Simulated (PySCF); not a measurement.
Computed shifts of a molecule CH6ClFOSi2, PBE/pcSseg-1 (PySCF), GIAO, gas phase, atoms alike by connectivity averaged where their shifts nearly agree, in ppm (number of nuclei): ¹³C: 9.1 (1). ²⁹Si: 27.5 (1), -1.6 (1). ¹⁹F: -298.5 (1). ¹H: 5.96 (1), 5.76 (1), 2.13 (1), 0.68 (3). References: ¹³C against TMS (σ = 182.0 ppm); ²⁹Si against TMS (σ = 335.4 ppm); ¹⁷O against H2O (σ = 334.3 ppm); ³⁵Cl against HCl (σ = 936.5 ppm); ¹⁹F against CFCl3 (σ = 133.6 ppm); ¹H against TMS (σ = 31.49 ppm), references at their B3LYP-D3(BJ)/def2-TZVP geometries, non-relativistic (without spin–orbit terms, shifts of atoms bonded to Cl or Br come out too high). Geometry optimised at B3LYP-D3(BJ)/def2-SVP. Other conformers were not sampled.

### Question
Which structure fits?
(A) C[Si@@](O)(Cl)[SiH2]F
(B) O[SiH2][Si@H](Cl)CF
(C) OC[Si@H](Cl)[SiH2]F
(D) C[Si@@](O)(F)[SiH2]Cl

### Answer
A, C[Si@@](O)(Cl)[SiH2]F
